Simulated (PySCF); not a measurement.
C4H12N2P2.
Cartesian coordinates in Å at the PBE0-D3(BJ)/def2-SVP level; atoms count from 1:
```
atom  x, y, z in Å
C1    -2.1798   -0.0605    0.8892
N2    -0.7764   -0.2063    0.6095
C3    -0.4099   -0.5531   -0.7494
C4     1.1058   -0.6590   -0.7229
N5     1.5610    0.3895    0.1696
C6     2.9280    0.3246    0.6109
P7     0.3251    0.9709    1.2172
P8    -0.2431    2.8147   -0.0286
H9    -2.6660    0.7423    0.2950
H10   -2.3290    0.1663    1.9561
H11   -2.7082   -1.0030    0.6713
H12   -0.8826   -1.5045   -1.0452
H13   -0.7318    0.2272   -1.4722
H14    1.5367   -0.5450   -1.7341
H15    1.4115   -1.6543   -0.3386
H16    3.1700   -0.6238    1.1349
H17    3.1474    1.1550    1.2978
H18    3.6164    0.4191   -0.2464
H19    1.0116    3.4192    0.2911
H20   -0.9203    3.4919    1.0372
```

Computed with TDDFT CAM-B3LYP/def2-SVPD, vertical, gas phase, core orbitals frozen in the response (PySCF 2.14.0, density-fitted response routines).

```json
{"state": "S1", "E (eV)": "4.56", "λ (nm)": "271.6", "f": "0.0080", "main configurations (H = HOMO, L = LUMO)": "H→L+1 (59%), H→L (26%)"}
{"state": "S2", "E (eV)": "5.07", "λ (nm)": "244.3", "f": "0.214", "main configurations (H = HOMO, L = LUMO)": "H→L (61%), H→L+1 (27%)"}
{"state": "S3", "E (eV)": "5.33", "λ (nm)": "232.6", "f": "0.036", "main configurations (H = HOMO, L = LUMO)": "H→L+2 (61%), H→L+3 (18%)"}
{"state": "S4", "E (eV)": "5.67", "λ (nm)": "218.6", "f": "0.064", "main configurations (H = HOMO, L = LUMO)": "H→L+5 (36%), H→L+2 (25%), H→L+3 (25%)"}
{"state": "S5", "E (eV)": "5.82", "λ (nm)": "213.2", "f": "0.0087", "main configurations (H = HOMO, L = LUMO)": "H-1→L+1 (41%), H-1→L (40%)"}
{"state": "S6", "E (eV)": "6.06", "λ (nm)": "204.7", "f": "0.022", "main configurations (H = HOMO, L = LUMO)": "H-1→L+1 (29%), H-1→L (23%), H→L+3 (18%)"}
{"state": "S7", "E (eV)": "6.24", "λ (nm)": "198.7", "f": "0.013", "main configurations (H = HOMO, L = LUMO)": "H→L+3 (21%), H→L+5 (21%), H-1→L (15%)"}
{"state": "S8", "E (eV)": "6.30", "λ (nm)": "196.8", "f": "0.0025", "main configurations (H = HOMO, L = LUMO)": "H→L+4 (50%), H→L+5 (15%), H-1→L+2 (14%)"}
{"state": "S9", "E (eV)": "6.62", "λ (nm)": "187.2", "f": "0.027", "main configurations (H = HOMO, L = LUMO)": "H-2→L (56%), H-2→L+1 (10%), H-2→L+2 (9%)"}
{"state": "S10", "E (eV)": "6.70", "λ (nm)": "185.1", "f": "0.023", "main configurations (H = HOMO, L = LUMO)": "H→L+6 (40%), H-1→L+2 (18%)"}
```

Triplets (Tamm–Dancoff): T1 3.88 eV, H→L (62%), H→L+2 (25%); T2 3.98 eV, H→L+1 (74%); T3 4.99 eV, H→L+2 (37%), H→L+3 (20%), H→L (10%); T4 5.30 eV, H→L+5 (42%), H→L+2 (22%), H→L+3 (11%).

The lowest singlet lies at 4.56 eV (272 nm, ultraviolet) and is weak; its leading configuration is HOMO→LUMO+1 (59%). The most intense listed level is S2 at 5.07 eV (244 nm, f = 0.214), 0.51 eV above S1. Löwdin shares by element: HOMO phosphorus 57%, nitrogen 27% (atoms not listed hold the other 16%); LUMO phosphorus 39%, carbon 15% or more (atoms not listed hold the other 46%). The listed states span 2.13 eV, and the widest gap between neighbours is 0.51 eV (S1 to S2). The oscillator strengths of these states sum to 0.418; summed over the whole spectrum of an exact calculation they would give the number of electrons, 80 (Thomas–Reiche–Kuhn). Of the 10 states listed, 7 reach f = 0.01 and none stays under 0.0005. The vertical ionisation energy (ΔSCF) is 7.36 eV, 0.66 eV above S10. Only the lowest 10 singlets were computed, as vertical energies without vibronic structure.

Hardware: one thread of an Arm Neoverse V2, no GPU, shared host with 96 logical CPUs at a one-minute load of 68. Cost: 2.2 min, 1.3 GiB resident at most.

One conformer stands for the species.

Without π bonds the low states may be Rydberg-like; a valence basis with one diffuse set may place them up to an eV too high.
